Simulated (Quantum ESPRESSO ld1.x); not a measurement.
Problem. All-electron atom: Ce I in [Xe] 4f1 5d1 6s2. All-electron calculation, scalar-relativistic Kohn-Sham, LDA (Slater exchange, Perdew-Zunger correlation), spin-polarised, spherical densities, point nucleus; open shells are filled with parallel spins first. Program: ld1.x of Quantum ESPRESSO 7.5. Some entries of the table are withheld. Estimate them.

orbital  occ.  eigenvalue (eV)  r(max) (bohr)  <r> (bohr)
1s down     1         -40229.8          0.016     0.02459
1s up       1         -40229.8          0.016     0.02459
2s up       1         -6442.44          0.089      0.1053
2s down     1         -6442.40          0.089      0.1053
2p up       3         -5772.70          0.072     0.09240
2p down     3         -5772.68          0.072     0.09240
3s up       1         -1386.89          0.256      0.2790
3s down     1         -1386.61          0.256      0.2790
3p up       3         -1173.87          0.249      0.2770
3p down     3         -1173.60          0.249      0.2770
3d up       5         -870.465          0.206      0.2538
3d down     5         -870.240          0.206      0.2537
4s up       1         -280.523          0.592      0.6377
4s down     1         -279.783          0.592      0.6376
4p up       3         -210.929          0.621      0.6753
4p down     3         -210.186          0.621      0.6752
4d up       5         -110.742          0.651      0.7448
4d down     5         -109.994          0.651      0.7448
5s up       1         -41.0102           1.37       1.515
5s down     1         -40.3160           1.37       1.515
5p up       3         -23.5791           1.55       1.759
5p down     3         -22.9068           1.55       1.762
4f up       1          -5.9153            (1)         (2)
4f down     0          -5.1756            (3)         (4)
6s up       1          -4.0186           3.67       4.254
6s down     1          -3.7129           3.73       4.362
5d up       1          -3.4064           2.18         (5)
5d down     0          -2.8852           2.20         (6)

Solution. 
(1) 4f up r(max) (bohr): 0.712
(2) 4f up <r> (bohr): 1.101
(3) 4f down r(max) (bohr): 0.712
(4) 4f down <r> (bohr): 1.105
(5) 5d up <r> (bohr): 2.910
(6) 5d down <r> (bohr): 3.004
